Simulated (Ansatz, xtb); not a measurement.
# Two isomers of C5H4F3P

Structure I: `FC(F)(F)C1=CC=CP1`, a singlet. Structure II: `FC(F)(F)P1C=CC=C1`, a singlet. Both are isolated molecules in the gas phase, relaxed with B3LYP/def2-SVP.

Q: Which of the two would you expect CCSD(T)/def2-SVP + ΔMP2/def2-TZVPP electronic energies to favour?

A: Structure I; the calculation gives E(II) − E(I) = +5.6 kcal/mol.

Level by level:

```
                             level        geometry  E(II) − E(I) (kcal/mol)  departure from the last row (kcal/mol)  job, with rough time for the two
                          GFN2-xTB        GFN2-xTB                      +7.3                                    +1.8              optimisation, 0.26 s
                         HF/STO-3G        GFN2-xTB                      −0.5                                    −6.1               single point, 1.5 s
                r2SCAN-D4/def2-SVP        GFN2-xTB                      +8.0                                    +2.4               single point, 6.1 s
                    B3LYP/def2-SVP  B3LYP/def2-SVP                      +8.3                                    +2.7             optimisation, 1.7 min
                       HF/def2-SVP  B3LYP/def2-SVP                     +10.1                                    +4.5           part of the CCSD(T) run
                      MP2/def2-SVP  B3LYP/def2-SVP                      +9.9                                    +4.3           part of the CCSD(T) run
                  CCSD(T)/def2-SVP  B3LYP/def2-SVP                      +9.5                                    +3.9                      single point
CCSD(T)/def2-SVP + ΔMP2/def2-TZVPP  B3LYP/def2-SVP                      +5.6                                                       single point, 4 min
```

As drawn, II has 1 C–P, 1 C–H in place of 1 C–C, 1 P–H.

HF/STO-3G finds them nearly level. The largest departure from CCSD(T)/def2-SVP + ΔMP2/def2-TZVPP is that of HF/STO-3G, 6.1 kcal/mol. The last row adds to CCSD(T) the change of the MP2 difference between the two basis sets, here −3.9 kcal/mol, a large step that makes the value less sure.

With thermal terms from frequencies at re-optimised GFN2-xTB minima (ideal gas, soft modes damped towards free rotors, one conformer each, 298.15 K, 1 atm): on the last row, ΔE + ΔZPE = +6.7, ΔH = +6.7, ΔG = +6.6 kcal/mol.

The correlated steps freeze 13 core orbitals. Programs: Ansatz 0.2.0, xtb 6.7.1; the last row on 2 threads of Intel(R) Xeon(R) Processor @ 2.70GHz on a shared host.
